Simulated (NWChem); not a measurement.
CH4ClFOSi; SMILES Cl[Si@H](O)CF

```xyz
9

O     -1.8439     0.2550    -0.0369
Si    -0.2948     0.0202     0.4810
Cl     0.4660    -1.8135    -0.1696
C      0.9286     1.3145    -0.1734
F      0.5133     2.5747     0.2734
H     -2.0101     0.3251    -0.9876
H     -0.3696     0.0145     1.9523
H      1.9434     1.1230     0.2007
H      0.9803     1.3264    -1.2708
```
Atoms are numbered in this order, from 1.

Program: NWChem. Pople sets run with spherical d functions. Structure relaxed at the B3LYP/6-31G* (spherical d) level. GIAO values for the isolated, static molecule; σ is the absolute isotropic shielding, δ = σ(reference) − σ with the isolated reference molecule computed at the same levels (19F: trichlorofluoromethane, 1H: tetramethylsilane, 17O: water, 29Si: tetramethylsilane).

```json
[
 {"level": "LDA (Slater exchange, VWN5)/pcSseg-1", "δ O1 (ppm)": "?", "δ Si2 (ppm)": "?", "σ Cl3 (ppm)": "?", "δ F5 (ppm)": "?", "δ H6 (ppm)": "?", "δ H7 (ppm)": "?", "δ H9 (ppm)": "?"},
 {"level": "B3LYP/6-31G*", "δ O1 (ppm)": "40.2", "δ Si2 (ppm)": "7.7", "σ Cl3 (ppm)": "913.8", "δ F5 (ppm)": "-283.2", "δ H6 (ppm)": "1.84", "δ H7 (ppm)": "5.45", "δ H9 (ppm)": "4.14"},
 {"level": "KT2/pcSseg-1", "δ O1 (ppm)": "60.5", "δ Si2 (ppm)": "-3.8", "σ Cl3 (ppm)": "879.4", "δ F5 (ppm)": "-325.3", "δ H6 (ppm)": "2.00", "δ H7 (ppm)": "5.49", "δ H9 (ppm)": "4.41"}
]
```

Problem. Complete the blanks.

Solution. 
- LDA (Slater exchange, VWN5)/pcSseg-1, δ O1 (ppm): 73.4
- LDA (Slater exchange, VWN5)/pcSseg-1, δ Si2 (ppm): 1.0
- LDA (Slater exchange, VWN5)/pcSseg-1, σ Cl3 (ppm): 852.9
- LDA (Slater exchange, VWN5)/pcSseg-1, δ F5 (ppm): -338.0
- LDA (Slater exchange, VWN5)/pcSseg-1, δ H6 (ppm): 2.24
- LDA (Slater exchange, VWN5)/pcSseg-1, δ H7 (ppm): 5.81
- LDA (Slater exchange, VWN5)/pcSseg-1, δ H9 (ppm): 4.62
